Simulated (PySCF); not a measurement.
**Gas-phase XPS of `O=C(Cl)c1ccccc1`, computed**

C₇H₅ClO.
Atom-mapped SMILES: `[O:1]=[C:2]([Cl:3])[c:4]1[cH:5][cH:6][cH:7][cH:8][cH:9]1`

Method used: delta-SCF UKS SCAN, pcX-2 on the ionised atom, pcseg-1 elsewhere, spin-free X2C (PySCF 2.14.0). These are vertical core ionisation energies against the vacuum level, from separate self-consistent calculations with and without the core hole.

Task: List the computed XPS lines with their assignment.

Result: 
```tsv
atom(s)	bonded to	level	binding energy (eV)	2p1/2 (eV)	above the level's lowest (eV)	count
Cl3	C	Cl 1s	2828.50	–	0.00	1
O1	C (double bond)	O 1s	538.06	–	0.00	1
C2	O (double bond), Cl and C	C 1s	294.51	–	+3.62	1
C4	2 C (aromatic in the SMILES) and C	C 1s	291.28	–	+0.39	1
C7	2 C (aromatic in the SMILES) and H	C 1s	290.91	–	+0.02	1
C5/C9	2 C (aromatic in the SMILES) and H	C 1s	290.91	–	+0.02	2
C6/C8	2 C (aromatic in the SMILES) and H	C 1s	290.89	–	0.00	2
Cl3	C	Cl 2p3/2	205.92	207.58	0.00	1
```

The listed C 1s values span 3.62 eV, from C6/C8 (bonded to 2 C (aromatic in the SMILES) and H) to C2 (bonded to O (double bond), Cl and C). The widest gap between neighbouring values is 3.23 eV, between 291.28 and 294.51 eV. The values 290.89, 290.91 and 290.91 eV lie too close for their order to be trusted.

Task: Which photon energy gives electrons from C 1s of C6/C8 a kinetic energy of 50 eV, and what is their de Broglie wavelength?

Result: hν = 290.89 + 50 = 340.89 eV, recoil neglected; λ = 12.264 Å/√(E/eV) = 1.73 Å.

Task: Which photon wavelength matches the C 1s of C6/C8 threshold?

Result: λ = hc/E = 12398.42 eV Å / 290.89 eV = 42.622 Å.

Topologically equivalent atoms share the value of their first member; where this conformer doesn't relate them by symmetry, their own values could differ. The 2p values add to the ΔSCF energy of one spin-free hole a correction within the shell (spin–orbit coupling, ligand field). 2p1/2 minus 2p3/2 (ligand field included): Cl 1.65 eV. Isolated species at its PBE0-D3(BJ)/def2-SVP geometry (one conformer only).

The values belong to the conformer `[O:1]=[C:2]([Cl:3])[c:4]1[cH:5][cH:6][cH:7][cH:8][cH:9]1`: O1–C2–C4–C5 -179°.
